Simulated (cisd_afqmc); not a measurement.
Input (AFQMC/CISD/def2-TZVPP; cisd_afqmc is a phaseless AFQMC code with CISD trial states that reads the integrals written by Ansatz):

Ansatz 0.2 input:
```python
import cisd_afqmc

open("ham.yaml", "w").write("""\
crystal:
  periodic: [false, false, false]
  atoms:
    - {symbol: Mg, position_ang: [-0.00000000, -0.00000000, -0.69576168]}
    - {symbol: O, position_ang: [0.00000000, 0.00000000, 1.04364252]}
basis:
  gaussian:
    orbitals: def2-TZVPP
magnetization: {spin_polarized: false}
correlation: {method: ccsd, electrons: outside_noble_gas, hamiltonian_folder: ham}
""")
rep = cisd_afqmc.ansatz("ham.yaml")
e_ccsd = rep["correlation"]["coupled_cluster"]["energy"]["hartree"]
out = cisd_afqmc.run("ham", e_ccsd, trial="CISD", walkers=100, populations=8, threads=8, dt=0.005, steps=40, early=24, settle=10, least=32,
    cut=5e-5, rank_cut=2e-4, target=0.0004, seconds=1500, seed=1, memory=17280, gpu=False)
```

Output:

```
WARN ansatz::render: the results are in doubt because among natural orbitals full CI differs from the method by -0.243 eV
orbitals 57, occupied [4], factors 290 of 482, rank of the doubles 112 of 212
E(HF) = -274.374830
E(CCSD) on the cut factors = -274.678022, shift to the whole factors -0.000009
Energy of the trial state on the determinant = -274.678039
  tau behind 7.2 of longer steps, mean of the populations' last blocks
   2.0  -274.69731
   4.0  -274.69716
   6.0  -274.70250
   8.0  -274.69521
  10.0  -274.69613
  12.0  -274.70221
  14.0  -274.69636
  16.0  -274.69941
  18.0  -274.70000
  20.0  -274.69890
  22.0  -274.69786
  24.0  -274.70151
  26.0  -274.69748
  28.0  -274.69636
  30.0  -274.69612
  32.0  -274.69646
  34.0  -274.69945
  36.0  -274.69351
  38.0  -274.69492
  40.0  -274.69920
  42.0  -274.69769
  44.0  -274.69693
  46.0  -274.69870
blocks 1785 (3 outliers left out), error by blocks joined: 1: 0.00025, 2: 0.00030, 4: 0.00035, 8: 0.00039, 16: 0.00040
E(AFQMC/CISD) = -274.69781 +/- 0.00040
```

The two halves of the walk average -274.69881 and -274.69688 Eh, farther apart than the printed bar allows, so the bar may be too narrow.

The run carries these doubts: large difference.
